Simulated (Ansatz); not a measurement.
Breaking the Ge1–F2 bond in FGeI (SMILES [F][Ge][I]) (multiplicity 1 held, fragments rigid). Energies count from the point at 1.764 Å.
Geometry at that point (charge 0, multiplicity 1):
```tsv
atom	x (Å)	y (Å)	z (Å)
Ge	0.5888	0.8265	1.0210
F	1.0641	2.0690	-0.1367
I	-0.5362	-0.8503	-0.5932
```

R- and RO- levels are restricted; in cc, def2 and unpolarised 6-31G sets they are followed outwards from rest. Unrestricted levels (U-) break spin symmetry where that is lower. Levels need not reach the same state.

Correlated levels freeze the cores. Filled d and f shells under p-block atoms count as core.

The values were computed with Ansatz (Gaussian basis) for Hartree–Fock, density functionals and correlated methods. Each number belongs to the level named beside it. In def2 rows elements past Kr take small-core potentials, without spin–orbit coupling.

Energies in kcal/mol.

| R (Å) | R-SCS-MP2/def2-SVP | U-SCS-MP2/def2-SVP | R-CCSD(T)/def2-SVP | R-CCSDT/def2-SVP | R-CCSDT(Q)/def2-SVP |
|---|---|---|---|---|---|
| 1.411 | 72.3 | 72.3 | 72.7 | 72.8 | 73.0 |
| 1.587 | 11.6 | 11.6 | 11.8 | 11.9 | 12.0 |
| 1.764 | 0.0 | 0.0 | 0.0 | 0.0 | 0.0 |
| 1.940 | 8.2 | 8.2 | 7.8 | 7.7 | 7.6 |
| 2.116 | 23.7 | 23.7 | 22.8 | 22.6 | 22.4 |
| 2.381 | 49.4 | 49.4 | 47.6 | 47.3 | 46.6 |
| 2.645 | 72.7 | ? | 69.4 | 69.1 | 67.6 |
| 3.086 | 103.2 | ? | 93.8 | 95.3 | 90.7 |
| 3.527 | 125.3 | 117.8 | 93.1 | 109.3 | 101.7 |
| 4.056 | 142.8 | ? | 11.6 | 115.1 | 107.7 |
| 4.761 | 153.9 | 118.9 | -263.0 | 116.5 | 104.3 |
| 5.643 | 152.7 | 119.0 | -451.4 | 116.5 | 101.6 |

Question: Some entries are withheld; supply them.

Answer: 
- 4.056, U-SCS-MP2/def2-SVP: 118.4
- 3.086, U-SCS-MP2/def2-SVP: 113.5
- 2.645, U-SCS-MP2/def2-SVP: 95.9

Doubts at one or more of the structures used: a restricted determinant that unrestricted orbitals would lower (R-SCS-MP2/def2-SVP, R-CCSD(T)/def2-SVP, R-CCSDT/def2-SVP, R-CCSDT(Q)/def2-SVP); a spin-contaminated determinant (U-SCS-MP2/def2-SVP); T1 above 0.05 (R-CCSD(T)/def2-SVP, R-CCSDT/def2-SVP, R-CCSDT(Q)/def2-SVP); other coupled-cluster roots lie near (R-CCSD(T)/def2-SVP, R-CCSDT/def2-SVP, R-CCSDT(Q)/def2-SVP).

Ansatz is an electronic-structure program.
